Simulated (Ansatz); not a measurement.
`[BH2][AlH][CH2]CO` at its PBE0-D4/def2-TZVP geometry, where that method's forces vanish. Charge 0, multiplicity 1.

```tsv
atom	x (Å)	y (Å)	z (Å)
B1	0.548	2.576	0.347
Al2	-1.033	1.213	-0.021
C3	-0.736	-0.725	-0.228
C4	0.691	-1.210	-0.085
O5	0.863	-2.587	-0.369
H6	1.170	3.112	-0.530
H7	0.901	2.882	1.453
H8	-2.537	1.734	-0.145
H9	-1.128	-1.013	-1.214
H10	-1.386	-1.230	0.502
H11	1.069	-0.981	0.923
H12	1.348	-0.694	-0.792
H13	0.228	-3.078	0.159
```

Problem. For each bond, give half the difference of the two atoms' forces along it (eV/Å; positive pushes the atoms apart) under PBE-D4, r2SCAN-D4, B3LYP-D4, ωB97M-V in def2-TZVPP. (An estimate is asked.)

Solution. Ansatz gave: 
```
  bond  length (Å)  PBE-D4  r2SCAN-D4  B3LYP-D4  ωB97M-V
B1–Al2       2.119   -0.17      -0.05      0.05     0.08
 B1–H6       1.201    0.11       0.00     -0.09    -0.12
 B1–H7       1.201    0.11      -0.01     -0.09    -0.12
Al2–C3       1.972    0.05       0.00      0.04    -0.02
Al2–H8       1.597    0.08      -0.01     -0.10    -0.13
 C3–C4       1.514   -0.04       0.05      0.13     0.15
 C3–H9       1.099    0.11      -0.01     -0.08    -0.08
C3–H10       1.100    0.11      -0.02     -0.07    -0.07
 C4–O5       1.416    0.34       0.30      0.32     0.24
C4–H11       1.101    0.07      -0.06     -0.12    -0.13
C4–H12       1.094    0.10      -0.06     -0.14    -0.13
O5–H13       0.961    0.40       0.01     -0.04    -0.10
```

B3LYP here is the variant with VWN-RPA as its local correlation; programs differ in this.
